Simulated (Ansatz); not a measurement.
Gas-phase electronic energies from Ansatz, PBE0-D4/def2-TZVP geometries. CCSD(T)/CBS adds triple-zeta CCSD(T) − MP2 to the extrapolated MP2 energy (def2 sets, frozen cores). This one scheme is used for every species. Functionals use def2-TZVPP. Each species was taken in one conformer, which may not be the lowest.

Reaction (ligand exchange at the Si–O bond): `O[SiH](F)[SiH3]` + CH₃SH → `CS[SiH](F)[SiH3]` + H₂O

Task: Is it downhill or uphill in electronic energy at CCSD(T)/CBS, and by how much? (Estimate.)

Result: Ansatz gave: Uphill: ΔE = +35.4 kJ/mol.

Task: What do these levels give: r2SCAN-D4, PBE0-D4, B2PLYP, PBE0, MP2/def2-TZVPP, CCSD(T)/def2-TZVPP? (Estimate.)

Result: Computed: r2SCAN-D4 36.1, PBE0-D4 29.0, B2PLYP 45.9, PBE0 34.6, MP2/def2-TZVPP 37.0, CCSD(T)/def2-TZVPP 41.3 kJ/mol.

Largest T1 diagnostic among the species: 0.013.

From PBE to PBE0 (25 % exact exchange), in def2-TZVPP and without D4, ΔE moves by +3.4 kJ/mol. The D4 term adds −9.9 kJ/mol with B3LYP and −5.6 kJ/mol with PBE0; it sums over pairs of atoms, weighted by their polarisabilities, and B3LYP, whose exchange is more repulsive, gets the larger term. In def2-TZVPP, CCSD(T) changes the Hartree–Fock value by −22.0 kJ/mol (the triples alone add −4.6 kJ/mol) and MP2 by −26.3 kJ/mol.

B3LYP here is the variant with VWN-RPA as its local correlation; programs differ in this.
